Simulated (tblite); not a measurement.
A geometry optimisation, step by step.

Compound: C6H8O3S.
Numbering: `[CH2:1]=[CH:2]/[CH:3]=[CH:4]\[C:5](=[CH2:6])[S:7](=[O:8])(=[O:9])[OH:10]` (hydrogens: H11, H12 on C1; H13 on C2; H14 on C3; H15 on C4; H16, H17 on C6; H18 on O10)

Computed with GFN2-xTB (tblite), gas phase: L-BFGS steps from a force-field or distance-geometry start until the largest atomic force falls under 0.01 eV/Å. 5 of its 101 geometries are shown.

Step 0: E = -878.3866 eV, largest atomic force 2.598 eV/Å
```
atom  x, y, z in Å  |  force x, y, z in eV/Å
C1     -3.219    0.599   -0.260   -0.780   0.199  -0.090
C2     -1.936    0.287   -0.169    0.332  -0.332   0.802
C3     -1.332   -0.219    1.066   -0.820   0.381  -0.532
C4     -0.064   -0.578    1.240    0.691  -0.129   1.114
C5      1.016   -0.611    0.285   -0.833  -1.495  -1.955
C6      0.952   -1.295   -0.881    0.538   0.855   0.987
S7      2.523    0.225    0.658    1.295  -0.001   0.794
O8      2.487    0.766    2.010    0.189  -0.673  -1.032
O9      3.668   -0.537    0.193   -1.206   0.728   0.620
O10     2.360    1.507   -0.298   -0.077   0.720   0.191
H11    -3.921    0.495    0.570    0.352   0.007  -0.334
H12    -3.634    0.975   -1.193    0.072  -0.106   0.342
H13    -1.301    0.419   -1.020    0.327  -0.024  -0.191
H14    -2.000   -0.269    1.923    0.085   0.010  -0.221
H15     0.234   -0.873    2.257    0.026   0.211  -0.418
H16     0.072   -1.862   -1.145    0.040   0.093  -0.021
H17     1.794   -1.311   -1.569   -0.269   0.029   0.367
H18     2.291    2.291    0.276    0.038  -0.470  -0.423
```

Step 25: E = -878.5789 eV, largest atomic force 0.072 eV/Å
```
atom  x, y, z in Å  |  force x, y, z in eV/Å
C1     -3.201    0.577   -0.273   -0.011  -0.011  -0.011
C2     -1.918    0.246   -0.144   -0.005   0.003  -0.011
C3     -1.338   -0.188    1.103    0.022   0.013   0.017
C4     -0.060   -0.556    1.280    0.007  -0.011  -0.018
C5      0.947   -0.677    0.256   -0.026   0.018  -0.062
C6      0.945   -1.274   -0.923   -0.003  -0.010  -0.001
S7      2.473    0.181    0.660    0.010   0.001   0.010
O8      2.474    0.650    2.013    0.014  -0.018   0.068
O9      3.602   -0.544    0.178    0.010  -0.005  -0.033
O10     2.270    1.495   -0.274    0.006   0.007  -0.010
H11    -3.896    0.483    0.546    0.020   0.009   0.015
H12    -3.604    0.944   -1.200   -0.003  -0.024  -0.021
H13    -1.241    0.340   -0.982   -0.006  -0.014  -0.012
H14    -1.988   -0.150    1.967   -0.016   0.017   0.005
H15     0.317   -0.728    2.278    0.001  -0.011   0.019
H16     0.101   -1.830   -1.301    0.027   0.042   0.033
H17     1.840   -1.241   -1.522   -0.038  -0.013   0.006
H18     2.268    2.278    0.279   -0.007   0.009   0.005
```

Step 50: E = -878.5994 eV, largest atomic force 0.124 eV/Å
```
atom  x, y, z in Å  |  force x, y, z in eV/Å
C1     -3.212    0.500   -0.313   -0.054  -0.044  -0.028
C2     -1.926    0.185   -0.186    0.021   0.077   0.005
C3     -1.315   -0.085    1.092   -0.044  -0.033  -0.042
C4     -0.036   -0.447    1.278    0.017   0.022  -0.001
C5      0.946   -0.640    0.243    0.015  -0.024   0.008
C6      0.892   -1.238   -0.934    0.016  -0.022   0.024
S7      2.521    0.133    0.640    0.051   0.030   0.058
O8      2.624    0.424    2.041    0.012  -0.076  -0.097
O9      3.593   -0.546   -0.013   -0.079   0.078   0.027
O10     2.291    1.563   -0.097    0.019   0.003   0.088
H11    -3.864    0.530    0.548   -0.016   0.001  -0.092
H12    -3.654    0.711   -1.273   -0.003   0.017   0.087
H13    -1.276    0.163   -1.050   -0.040  -0.005   0.006
H14    -1.960    0.053    1.951    0.065  -0.010   0.029
H15     0.363   -0.537    2.279   -0.001   0.020  -0.006
H16     0.018   -1.762   -1.284    0.010   0.012  -0.008
H17     1.771   -1.243   -1.556   -0.002  -0.027   0.016
H18     2.215    2.243    0.577    0.014  -0.020  -0.074
```

Step 75: E = -878.6231 eV, largest atomic force 0.047 eV/Å
```
atom  x, y, z in Å  |  force x, y, z in eV/Å
C1     -3.292    0.402   -0.341    0.017  -0.015   0.009
C2     -1.986    0.172   -0.227    0.017  -0.021  -0.001
C3     -1.311    0.040    1.040   -0.015   0.008  -0.003
C4     -0.011   -0.257    1.214   -0.010   0.006   0.024
C5      0.960   -0.578    0.202   -0.032   0.001   0.034
C6      0.885   -1.278   -0.917   -0.002  -0.020   0.015
S7      2.578    0.096    0.596    0.008   0.003   0.012
O8      2.811    0.093    2.010   -0.017  -0.027  -0.013
O9      3.567   -0.444   -0.276    0.028   0.014   0.009
O10     2.332    1.645    0.182   -0.014   0.001  -0.016
H11    -3.932    0.473    0.523    0.004  -0.010  -0.001
H12    -3.767    0.514   -1.301    0.000   0.008   0.017
H13    -1.368    0.104   -1.111   -0.002   0.013  -0.013
H14    -1.915    0.239    1.917    0.024   0.023  -0.022
H15     0.416   -0.228    2.209   -0.015  -0.007  -0.033
H16    -0.021   -1.760   -1.247   -0.006  -0.017  -0.003
H17     1.776   -1.411   -1.505   -0.007   0.025  -0.021
H18     2.269    2.184    0.972    0.020   0.015   0.006
```

Step 100: E = -878.6272 eV, largest atomic force 0.010 eV/Å
```
atom  x, y, z in Å  |  force x, y, z in eV/Å
C1     -3.300    0.367   -0.345    0.000   0.008   0.003
C2     -1.987    0.177   -0.244    0.002   0.006  -0.003
C3     -1.304    0.081    1.022   -0.004  -0.003   0.002
C4     -0.010   -0.230    1.201   -0.006   0.001   0.005
C5      0.954   -0.580    0.193   -0.006   0.004   0.002
C6      0.872   -1.296   -0.916    0.000  -0.003   0.008
S7      2.570    0.093    0.592   -0.002   0.007  -0.005
O8      2.819    0.026    2.002    0.006  -0.002  -0.006
O9      3.560   -0.396   -0.310    0.005  -0.001  -0.003
O10     2.298    1.658    0.254    0.004  -0.007   0.003
H11    -3.929    0.428    0.529   -0.009  -0.004   0.002
H12    -3.793    0.458   -1.297    0.003  -0.006  -0.003
H13    -1.375    0.115   -1.133    0.006  -0.006  -0.003
H14    -1.899    0.320    1.894   -0.004  -0.003   0.000
H15     0.422   -0.182    2.192   -0.005   0.002   0.001
H16    -0.036   -1.785   -1.230    0.002   0.004  -0.001
H17     1.756   -1.430   -1.515    0.000   0.008   0.001
H18     2.375    2.182    1.054    0.007  -0.003  -0.004
```

Problem. Summarise the path.

Solution. The energy falls by 5.55 kcal/mol from step 0 to step 100; nine tenths of that is first reached at step 53. It falls at every step. The largest force goes from 2.598 to 0.010 eV/Å. Among the bonds C5–S7 changes most, from 1.763 to 1.796 Å; the atoms move by 0.446 Å rms after alignment.

Problem. Follow the three bonds and two angles with the largest change from start to end.

Solution. 
```json
{"step": "0", "E above end (kcal/mol)": "5.55", "largest force (eV/Å)": "2.598", "C5–S7 (Å)": "1.763", "C5=C6 (Å)": "1.354", "S7=O9 (Å)": "1.452", "C4–C5–C6 (°)": "123.1", "C4–C5–S7 (°)": "119.3"}
{"step": "4", "E above end (kcal/mol)": "2.26", "largest force (eV/Å)": "0.234", "C5–S7 (Å)": "1.803", "C5=C6 (Å)": "1.319", "S7=O9 (Å)": "1.428", "C4–C5–C6 (°)": "126.9", "C4–C5–S7 (°)": "116.2"}
{"step": "9", "E above end (kcal/mol)": "1.62", "largest force (eV/Å)": "0.238", "C5–S7 (Å)": "1.804", "C5=C6 (Å)": "1.322", "S7=O9 (Å)": "1.425", "C4–C5–C6 (°)": "128.7", "C4–C5–S7 (°)": "114.9"}
{"step": "13", "E above end (kcal/mol)": "1.38", "largest force (eV/Å)": "0.093", "C5–S7 (Å)": "1.801", "C5=C6 (Å)": "1.319", "S7=O9 (Å)": "1.426", "C4–C5–C6 (°)": "130.2", "C4–C5–S7 (°)": "114.2"}
{"step": "17", "E above end (kcal/mol)": "1.27", "largest force (eV/Å)": "0.070", "C5–S7 (Å)": "1.795", "C5=C6 (Å)": "1.321", "S7=O9 (Å)": "1.425", "C4–C5–C6 (°)": "131.0", "C4–C5–S7 (°)": "113.8"}
{"step": "22", "E above end (kcal/mol)": "1.16", "largest force (eV/Å)": "0.072", "C5–S7 (Å)": "1.797", "C5=C6 (Å)": "1.320", "S7=O9 (Å)": "1.426", "C4–C5–C6 (°)": "131.9", "C4–C5–S7 (°)": "113.4"}
{"step": "26", "E above end (kcal/mol)": "1.11", "largest force (eV/Å)": "0.072", "C5–S7 (Å)": "1.798", "C5=C6 (Å)": "1.321", "S7=O9 (Å)": "1.426", "C4–C5–C6 (°)": "132.2", "C4–C5–S7 (°)": "113.1"}
{"step": "30", "E above end (kcal/mol)": "1.06", "largest force (eV/Å)": "0.081", "C5–S7 (Å)": "1.800", "C5=C6 (Å)": "1.320", "S7=O9 (Å)": "1.426", "C4–C5–C6 (°)": "132.4", "C4–C5–S7 (°)": "112.8"}
{"step": "35", "E above end (kcal/mol)": "0.97", "largest force (eV/Å)": "0.057", "C5–S7 (Å)": "1.797", "C5=C6 (Å)": "1.321", "S7=O9 (Å)": "1.426", "C4–C5–C6 (°)": "132.4", "C4–C5–S7 (°)": "112.8"}
{"step": "39", "E above end (kcal/mol)": "0.91", "largest force (eV/Å)": "0.079", "C5–S7 (Å)": "1.799", "C5=C6 (Å)": "1.319", "S7=O9 (Å)": "1.426", "C4–C5–C6 (°)": "132.4", "C4–C5–S7 (°)": "112.5"}
{"step": "43", "E above end (kcal/mol)": "0.83", "largest force (eV/Å)": "0.090", "C5–S7 (Å)": "1.796", "C5=C6 (Å)": "1.321", "S7=O9 (Å)": "1.425", "C4–C5–C6 (°)": "132.4", "C4–C5–S7 (°)": "112.5"}
{"step": "48", "E above end (kcal/mol)": "0.70", "largest force (eV/Å)": "0.095", "C5–S7 (Å)": "1.801", "C5=C6 (Å)": "1.321", "S7=O9 (Å)": "1.426", "C4–C5–C6 (°)": "132.2", "C4–C5–S7 (°)": "112.6"}
{"step": "52", "E above end (kcal/mol)": "0.58", "largest force (eV/Å)": "0.081", "C5–S7 (Å)": "1.796", "C5=C6 (Å)": "1.322", "S7=O9 (Å)": "1.425", "C4–C5–C6 (°)": "132.4", "C4–C5–S7 (°)": "112.3"}
{"step": "57", "E above end (kcal/mol)": "0.41", "largest force (eV/Å)": "0.160", "C5–S7 (Å)": "1.795", "C5=C6 (Å)": "1.322", "S7=O9 (Å)": "1.424", "C4–C5–C6 (°)": "131.6", "C4–C5–S7 (°)": "112.3"}
{"step": "61", "E above end (kcal/mol)": "0.31", "largest force (eV/Å)": "0.058", "C5–S7 (Å)": "1.797", "C5=C6 (Å)": "1.323", "S7=O9 (Å)": "1.425", "C4–C5–C6 (°)": "132.0", "C4–C5–S7 (°)": "112.3"}
{"step": "65", "E above end (kcal/mol)": "0.24", "largest force (eV/Å)": "0.067", "C5–S7 (Å)": "1.799", "C5=C6 (Å)": "1.322", "S7=O9 (Å)": "1.425", "C4–C5–C6 (°)": "131.6", "C4–C5–S7 (°)": "112.4"}
{"step": "70", "E above end (kcal/mol)": "0.14", "largest force (eV/Å)": "0.093", "C5–S7 (Å)": "1.799", "C5=C6 (Å)": "1.323", "S7=O9 (Å)": "1.426", "C4–C5–C6 (°)": "132.8", "C4–C5–S7 (°)": "111.7"}
{"step": "74", "E above end (kcal/mol)": "0.10", "largest force (eV/Å)": "0.048", "C5–S7 (Å)": "1.798", "C5=C6 (Å)": "1.322", "S7=O9 (Å)": "1.424", "C4–C5–C6 (°)": "132.4", "C4–C5–S7 (°)": "111.8"}
{"step": "78", "E above end (kcal/mol)": "0.07", "largest force (eV/Å)": "0.059", "C5–S7 (Å)": "1.796", "C5=C6 (Å)": "1.322", "S7=O9 (Å)": "1.425", "C4–C5–C6 (°)": "132.8", "C4–C5–S7 (°)": "111.6"}
{"step": "83", "E above end (kcal/mol)": "0.03", "largest force (eV/Å)": "0.052", "C5–S7 (Å)": "1.796", "C5=C6 (Å)": "1.322", "S7=O9 (Å)": "1.426", "C4–C5–C6 (°)": "132.6", "C4–C5–S7 (°)": "111.3"}
{"step": "87", "E above end (kcal/mol)": "0.01", "largest force (eV/Å)": "0.019", "C5–S7 (Å)": "1.797", "C5=C6 (Å)": "1.322", "S7=O9 (Å)": "1.425", "C4–C5–C6 (°)": "132.9", "C4–C5–S7 (°)": "111.1"}
{"step": "91", "E above end (kcal/mol)": "0.01", "largest force (eV/Å)": "0.014", "C5–S7 (Å)": "1.797", "C5=C6 (Å)": "1.322", "S7=O9 (Å)": "1.425", "C4–C5–C6 (°)": "132.8", "C4–C5–S7 (°)": "111.1"}
{"step": "96", "E above end (kcal/mol)": "0.00", "largest force (eV/Å)": "0.022", "C5–S7 (Å)": "1.796", "C5=C6 (Å)": "1.322", "S7=O9 (Å)": "1.425", "C4–C5–C6 (°)": "132.7", "C4–C5–S7 (°)": "110.9"}
{"step": "100", "E above end (kcal/mol)": "0.00", "largest force (eV/Å)": "0.010", "C5–S7 (Å)": "1.796", "C5=C6 (Å)": "1.322", "S7=O9 (Å)": "1.425", "C4–C5–C6 (°)": "132.7", "C4–C5–S7 (°)": "110.9"}
```

What follows is the cost of the whole relaxation. Hardware: one thread of an Arm Neoverse N1 (shared host). Cost: 1.3 s.
